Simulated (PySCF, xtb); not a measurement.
BrFH2InN, SMILES [NH2][In]([F])[Br].

xtb with GFN2-xTB at its own geometry gives an orbital gap of 2.64 eV and a dipole moment of 4.47 D.

Coordinates come from a PBE0-D3(BJ)/def2-SVP optimisation. The structure was generated by enumeration; whether it is a known compound was not checked. The def2 effective core potentials stand for the cores of In; spin–orbit coupling is left out. One conformer was computed; it need not be the lowest.

What does HF/def2-TZVP run with PySCF give? (The exact figures need the calculation; the answer reports its results.)

gap 12.27 eV (levels -11.39 and 0.89 eV), dipole 3.30 D.
